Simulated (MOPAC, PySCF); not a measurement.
Isomers of H4O2Si2. Gas-phase values, no solvent. One relaxed conformer stands for each flexible species; it need not be the lowest. Strings in code marks are SMILES.

Quantity: vertical ionisation energy (energy after one electron is removed minus that of the parent at the parent's geometry), in eV.

Level 1: B3LYP/6-31G* // r2SCAN-D4/def2-TZVP (PySCF)
Level 2: PBE/6-31G* // r2SCAN-D4/def2-TZVP (PySCF)
Level 3: minus the HOMO energy of AM1 // r2SCAN-D4/def2-TZVP (MOPAC)
Level 4: minus the HOMO energy of HF/STO-3G // r2SCAN-D4/def2-TZVP (PySCF)

| species | level 1 | level 2 | level 3 | level 4 |
|---|---|---|---|---|
| `O=[SiH]O[SiH3]` (O–Si–O–Si torsion 1°) | 10.53 | 10.24 | 10.98 | 7.07 |
| `O/[SiH]=[SiH]\O` (H–O–Si–Si torsion 52°, Si–Si–O–H torsion -118°) | (withheld) | 7.51 | 7.53 | 3.98 |
| `O=[SiH][SiH2]O` (O–Si–Si–O torsion 180°, Si–Si–O–H torsion 180°) | 9.54 | 9.33 | (withheld) | 7.15 |
| `O[Si](O)=[SiH2]` (H–O–Si–Si torsion -19°, Si–Si–O–H torsion -165°) | (withheld) | 8.01 | 7.22 | 4.56 |
| `O/[SiH]=[SiH]/O` (H–O–Si–Si torsion -58°, Si–Si–O–H torsion 58°) | (withheld) | 7.45 | 7.57 | 3.94 |
| `O=[Si](O)[SiH3]` (Si–Si–O–H torsion 0°) | (withheld) | 9.80 | (withheld) | 7.09 |

Q: Some entries are withheld; supply them.

A: 
- `O/[SiH]=[SiH]\O` (H–O–Si–Si torsion 52°, Si–Si–O–H torsion -118°), level 1: 7.60
- `O=[SiH][SiH2]O` (O–Si–Si–O torsion 180°, Si–Si–O–H torsion 180°), level 3: 9.78
- `O[Si](O)=[SiH2]` (H–O–Si–Si torsion -19°, Si–Si–O–H torsion -165°), level 1: 8.08
- `O/[SiH]=[SiH]/O` (H–O–Si–Si torsion -58°, Si–Si–O–H torsion 58°), level 1: 7.54
- `O=[Si](O)[SiH3]` (Si–Si–O–H torsion 0°), level 1: 9.92
- `O=[Si](O)[SiH3]` (Si–Si–O–H torsion 0°), level 3: 10.06
